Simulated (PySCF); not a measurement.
Working out the ionisation energy of Zn⁺

Zn⁺ [Ar] 3d10 4s1 (2S) → Zn²⁺ [Ar] 3d10 (1S). Computed with PySCF 2.14 in def2-QZVPPD, with no relativity, point nucleus. Frozen: [Ar]. Energies in hartree (1 hartree = 27.21139 eV):

```
            part   Zn⁺ (lower)  Zn²⁺ (upper)
             UHF  -1777.567027  -1776.958107
CCSD correlation     -0.430141     -0.397269
             (T)     -0.012804     -0.009760
```

Q: What does Hartree-Fock give?

A: (-1776.958107) − (-1777.567027) = 0.608920 hartree = 16.570 eV.

Q: What do CCSD and CCSD(T) give?

A: The CCSD correlation energies differ by 0.032872 hartree = 0.894 eV and the triples by 0.003044 hartree = 0.083 eV, so CCSD gives 17.464 eV and CCSD(T) 17.547 eV.

Measured between the centres of the two terms (NIST): 17.964 eV, so CCSD(T) (valence) is off by -0.417 eV.

The calculation is non-relativistic.

What remains against the reference includes basis incompleteness, the frozen core and higher excitations.
